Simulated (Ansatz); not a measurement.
Dimer: HF (SMILES F) (first 2 atoms) with HCl (SMILES Cl); geometry from B3LYP-D3(BJ)/def2-TZVP, rigid monomers moved along the line of their centres of mass till H2···Cl3 is 2.06 Å.
(charge 0, multiplicity 1):
```xyz
4

F     -0.012    -0.084    -0.139
H      0.154     0.134     0.751
Cl    -0.022     0.441     2.782
H     -1.236     0.024     2.763
```

Counterpoise-corrected where a basis set is named; no monomer relaxation.

Frozen-core correlation. CBS(a, b) extrapolates the correlation energy as X⁻³ and adds the Hartree–Fock energy of set b.

The values were computed with Ansatz (a first-principles code) with Gaussian orbitals. 

What is the computed interaction energy (MP2/aug-cc-pV(Q+d)Z)?

-2.1 kcal/mol
